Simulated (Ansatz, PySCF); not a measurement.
C6H8, SMILES C#CC1(C)CC1. Atoms are numbered in the order given.

```xyz
14

C      0.2732    -2.4153     0.0000
C      0.0922    -1.2189     0.0000
C     -0.1484     0.2174     0.0000
C     -1.6140     0.6204     0.0000
C      0.8426     1.0825     0.7499
C      0.8426     1.0825    -0.7499
H      0.4371    -3.4784     0.0000
H     -2.1264     0.2284     0.8924
H     -1.7095     1.7173     0.0000
H     -2.1264     0.2284    -0.8924
H      0.4378     1.9557     1.2707
H      1.6635     0.5791     1.2671
H      0.4379     1.9557    -1.2707
H      1.6635     0.5792    -1.2670
```
Charge 0, spin multiplicity 1.

Coordinates come from a ωB97X-D3(BJ)/def2-SVP optimisation.

Two levels are set side by side: PBE-D3(BJ)/def2-SVP (Ansatz, a program for electronic structure) and ωB97X-D3(BJ)/def2-SVP (PySCF). Each level has its own optimised geometry; the coordinates shown are those of the second. Frequencies come from the Hessian of PySCF at each geometry. Differences are taken from unrounded values.

```tsv
quantity	ωB97X-D3(BJ)
mean bond length (Å)	1.248
bond C1–C2 (Å)	1.210
bond C2–C3 (Å)	1.456
bond C3–C4 (Å)	1.520
bond C3–C5 (Å)	1.514
bond C3–C6 (Å)	1.514
bond C5–C6 (Å)	1.500
bond C1–H7 (Å)	1.076
bond C4–H8 (Å)	1.101
bond C4–H9 (Å)	1.101
bond C4–H10 (Å)	1.101
bond C5–H11 (Å)	1.094
bond C5–H12 (Å)	1.093
bond C6–H13 (Å)	1.094
bond C6–H14 (Å)	1.093
highest harmonic wavenumber (cm⁻¹)	3486
mean harmonic wavenumber (cm⁻¹)	1463
zero-point energy (kcal/mol)	75.28
```

### Question
What does PBE-D3(BJ) give, and how far is it from ωB97X-D3(BJ)? (An estimate is asked for; the answer gives what the named calculation found.)

### Answer

```json
[
 {"quantity": "mean bond length (Å)", "PBE-D3(BJ)": "1.255", "PBE-D3(BJ) minus ωB97X-D3(BJ)": "0.007"},
 {"quantity": "bond C1–C2 (Å)", "PBE-D3(BJ)": "1.224", "PBE-D3(BJ) minus ωB97X-D3(BJ)": "0.014"},
 {"quantity": "bond C2–C3 (Å)", "PBE-D3(BJ)": "1.447", "PBE-D3(BJ) minus ωB97X-D3(BJ)": "-0.010"},
 {"quantity": "bond C3–C4 (Å)", "PBE-D3(BJ)": "1.524", "PBE-D3(BJ) minus ωB97X-D3(BJ)": "0.004"},
 {"quantity": "bond C3–C5 (Å)", "PBE-D3(BJ)": "1.528", "PBE-D3(BJ) minus ωB97X-D3(BJ)": "0.014"},
 {"quantity": "bond C3–C6 (Å)", "PBE-D3(BJ)": "1.528", "PBE-D3(BJ) minus ωB97X-D3(BJ)": "0.014"},
 {"quantity": "bond C5–C6 (Å)", "PBE-D3(BJ)": "1.503", "PBE-D3(BJ) minus ωB97X-D3(BJ)": "0.004"},
 {"quantity": "bond C1–H7 (Å)", "PBE-D3(BJ)": "1.080", "PBE-D3(BJ) minus ωB97X-D3(BJ)": "0.005"},
 {"quantity": "bond C4–H8 (Å)", "PBE-D3(BJ)": "1.109", "PBE-D3(BJ) minus ωB97X-D3(BJ)": "0.007"},
 {"quantity": "bond C4–H9 (Å)", "PBE-D3(BJ)": "1.108", "PBE-D3(BJ) minus ωB97X-D3(BJ)": "0.007"},
 {"quantity": "bond C4–H10 (Å)", "PBE-D3(BJ)": "1.109", "PBE-D3(BJ) minus ωB97X-D3(BJ)": "0.007"},
 {"quantity": "bond C5–H11 (Å)", "PBE-D3(BJ)": "1.101", "PBE-D3(BJ) minus ωB97X-D3(BJ)": "0.007"},
 {"quantity": "bond C5–H12 (Å)", "PBE-D3(BJ)": "1.100", "PBE-D3(BJ) minus ωB97X-D3(BJ)": "0.007"},
 {"quantity": "bond C6–H13 (Å)", "PBE-D3(BJ)": "1.101", "PBE-D3(BJ) minus ωB97X-D3(BJ)": "0.007"},
 {"quantity": "bond C6–H14 (Å)", "PBE-D3(BJ)": "1.100", "PBE-D3(BJ) minus ωB97X-D3(BJ)": "0.007"},
 {"quantity": "highest harmonic wavenumber (cm⁻¹)", "PBE-D3(BJ)": "3410", "PBE-D3(BJ) minus ωB97X-D3(BJ)": "-76"},
 {"quantity": "mean harmonic wavenumber (cm⁻¹)", "PBE-D3(BJ)": "1402", "PBE-D3(BJ) minus ωB97X-D3(BJ)": "-61"},
 {"quantity": "zero-point energy (kcal/mol)", "PBE-D3(BJ)": "72.16", "PBE-D3(BJ) minus ωB97X-D3(BJ)": "-3.12"}
]
```

GGA bonds tend to be longer and softer than those of functionals with exact exchange. Differences between two approximate levels are no errors against the true value.
